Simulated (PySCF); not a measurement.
## Oxygen: a sound run and one with changed settings

Sound run: O⁺ [He] 2s2 2p3, O²⁺ [He] 2s2 2p2. Calculation: PySCF 2.14, in aug-cc-pVDZ-DK (4s3p2d, 23 functions); the spin-free X2C one-electron Hamiltonian (Gaussian nucleus). In the sound run the correlated levels freeze 1s2. The sound run starts from symmetry-adapted Hartree-Fock orbitals and uses a fine grid where one is needed.

Changed run: basis STO-3G, all-electron and non-relativistic. This setting is unsound on purpose.

```
species   method  sound run (hartree)  changed run (hartree)  converged
     O⁺      UHF            -74.40588              -73.44358        yes
     O⁺     TPSS            -74.62449              -73.63352        yes
     O⁺   r2SCAN            -74.58808              -73.60160        yes
     O⁺      MP2            -74.47813              -73.44358        yes
    O²⁺      UHF            -73.13623              -72.10797        yes
    O²⁺     TPSS            -73.32865              -72.28228        yes
    O²⁺   r2SCAN            -73.28344              -72.23888        yes
    O²⁺      MP2            -73.19255              -72.11973        yes
    O²⁺  CCSD(T)            -73.21586              -72.12986        yes
```

Ionisation energy of O⁺:

```
 method  sound run (eV)  changed run (eV)
    UHF          34.549            36.344
   TPSS          35.261            36.769
 r2SCAN          35.501            37.081
    MP2          34.982            36.024
SCS-MP2          34.784            35.960
```

A minimal basis cannot let orbitals breathe on ionisation and holds almost no correlation. The Hamiltonian changed with the basis, so the totals do not compare.

For comparison, NIST gives 35.121 eV between the lowest levels.
